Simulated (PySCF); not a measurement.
## Cd³⁵⁺ (cadmium, charge +35) across methods

[Ne] 3s2 3p1, 2P determinant. Calculation: PySCF 2.14, in an uncontracted even-tempered set (16 s from 5.3 bohr⁻², ratio 2.5; 10 p from 6.9 bohr⁻², ratio 2.5; 4 d from 29 bohr⁻², ratio 2.7; 4 f from 43 bohr⁻², ratio 2.7); no relativity, point nucleus.

| method | E (hartree) | mean ε 3s α (eV) | mean ε 3s β (eV) | mean ε 3p α (eV) | Σ⟨r²⟩ (bohr²) | ⟨S²⟩ |
| --- | --- | --- | --- | --- | --- | --- |
| LDA | -4454.55 | -2255.8 | -2248.5 | -2176.6 | 0.4943 | 0.750 |
| PBE0 | -4459.57 | -2265.9 | -2256.0 | -2186.7 | 0.4941 | 0.750 |
| PBE | -4459.46 | -2257.1 | -2249.2 | -2178.2 | 0.4940 | 0.750 |
| BLYP | -4460.06 | -2257.4 | -2249.3 | -2178.7 | 0.4939 | 0.750 |
| r2SCAN0 | -4459.83 | -2267.4 | -2256.1 | -2188.2 | 0.4945 | 0.751 |
| UHF | -4459.35212 | -2291.1 | -2274.5 | -2211.3 | 0.4946 | 0.751 |
| r2SCAN | -4459.80 | -2259.2 | -2249.4 | -2180.1 | 0.4945 | 0.751 |

A non-relativistic calculation at this Z misses sizeable relativistic shifts. Spin-orbit coupling, absent here, splits the open shell strongly.
